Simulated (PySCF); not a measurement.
AlGa from Hartree–Fock to correlated methods

State: ³Π (triplet), unpaired electrons σ ↑, π ↑. Set-up: basis Al x2c-SVPall, Ga x2c-SVPall; spin-free X2C with a Gaussian nucleus; PySCF 2.14. De refers to Al + Ga in their high-spin ground configurations, without counterpoise correction. The functionals are run spin-unrestricted. A positive dipole means Al(−)Ga(+).

| Level | Re (Å) | ωe (cm⁻¹) | De (eV) | μ (D) | CPU s a point (SCF and correlation, without the integrals) |
| --- | --- | --- | --- | --- | --- |
| UHF | 2.733 | 228 | 0.73 | 0.06 | 0.17 |
| UHF-MP2 | 2.666 | 246 | 1.23 | n/a | 0.27 |
| UHF-SCS-MP2 | 2.668 | 248 | 1.09 | n/a | n/a |
| UHF-CCSD | 2.686 | 237 | 1.18 | n/a | n/a |
| UHF-CCSD(T) | 2.684 | 237 | 1.26 | n/a | 3.7 |
| PBE | 2.731 | 213 | 1.62 | 0.25 | 0.69 |
| revPBE | 2.752 | 208 | 1.49 | 0.34 | 0.5 |
| r²SCAN | 2.696 | 224 | 1.60 | 0.12 | 0.97 |
| PBE0 | 2.701 | 226 | 1.50 | 0.23 | 1.1 |
| r²SCAN0 | 2.685 | 231 | 1.49 | 0.07 | 1.1 |
| BHandHLYP | 2.702 | 228 | 1.20 | 0.05 | 0.67 |
| CAM-B3LYP | 2.682 | 232 | 1.24 | 0.02 | 1.3 |

The bond length runs from 2.666 Å (UHF-MP2) to 2.752 Å (revPBE). De spans 0.73 eV (UHF, mean field) to 1.62 eV (PBE, GGA). Correlation at CCSD(T) changes the Hartree–Fock bond energy by +0.53 eV; the triples alone change it by +0.08 eV.

Correlated steps freeze 14 core orbitals. Correlated levels converge slowly with the basis: in double zeta they bind strong bonds too weakly, by up to about 1 eV, and carry superposition errors of some tenths. Spin–orbit coupling is left out. The state is the lowest determinant that a PBE0 search found; another state may lie lower at other levels.

The whole job (state search and all levels along the bond) took about 2.6 min on 1 thread of Arm Neoverse V1 (shared host), peak memory 0.61 GiB.
